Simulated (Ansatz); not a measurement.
Basis-set extrapolation for `[AlH2][CH2][SiH2][SiH3]` (PBE0-D4/def2-TZVP geometry, frozen core, the Gaussian-basis code of Ansatz). Multiplicity 1, RHF reference.

```csv
,def2-TZVPP,def2-QZVPP
HF,-862.917590,-862.944684
MP2 correlation,-0.522814,-0.558420
CCSD(T) correlation,-0.614234,not run
```

Energies in hartree. Use E(X) = E(∞) + A·exp(−7.88·√X) for Hartree–Fock and E(X) = E(∞) + B·X^(−2.97) for correlation, with X = 3 and 4, and add CCSD(T) minus MP2 of the smaller set to the MP2 limit.

Question: What is the CCSD(T) energy at the basis-set limit?

Answer: HF limit: -862.944684 + (-0.027094) × 0.13774 = -862.94842. MP2 limit: -0.558420 + (-0.035606) × 0.74074 = -0.58479. Higher-order term: -0.614234 − (-0.522814) = -0.09142. Total: -863.62463 hartree, 2.53 eV below CCSD(T)/def2-TZVPP.
